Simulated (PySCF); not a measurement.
C2H7O, SMILES C[OH+]C, charge +1.

Geometry optimised at PBE0-D3(BJ)/def2-TZVP. The isomer is the one that the SMILES or the coordinates give; other isomers of the formula were not compared.

The numbers are results of PBE0-D3(BJ)/def2-TZVP (PySCF 2.14.0), not measurements.

Harmonic, unscaled wavenumbers; measured fundamentals usually lie a few per cent lower.

```
mode  ν (cm⁻¹)  IR (km/mol)  moving atoms (share of kinetic energy)
----  --------  -----------  --------------------------------------
1          151          0.1                                  H 98 %
2          209          0.9                          H 78 %, O 15 %
3          341          6.9                  C 40 %, H 36 %, O 24 %
4          671        148.5                   H 78 %, O 14 %, C 8 %
5          837          5.8                  C 52 %, H 27 %, O 21 %
6          962        116.8                   C 47 %, O 43 %, H 9 %
7         1093          8.2                          H 90 %, C 10 %
8         1149          3.1                          H 81 %, C 16 %
9         1205          4.5                  H 73 %, C 17 %, O 10 %
10        1272          0.2                  H 66 %, C 22 %, O 12 %
11        1433         30.7                          H 82 %, C 10 %
12        1457          0.7                                  H 90 %
13        1470          2.9                                  H 96 %
14        1477         23.4                                  H 93 %
15        1483         40.8                                  H 96 %
16        1484         27.0                                  H 93 %
17        1494         19.8                                  H 95 %
18        3093          0.0                                  H 98 %
19        3093          1.4                                  H 98 %
20        3209          0.9                          H 90 %, C 10 %
21        3210          1.6                          H 90 %, C 10 %
22        3223          1.1                          H 90 %, C 10 %
23        3224          4.2                          H 90 %, C 10 %
24        3735        223.3                                  H 94 %
```
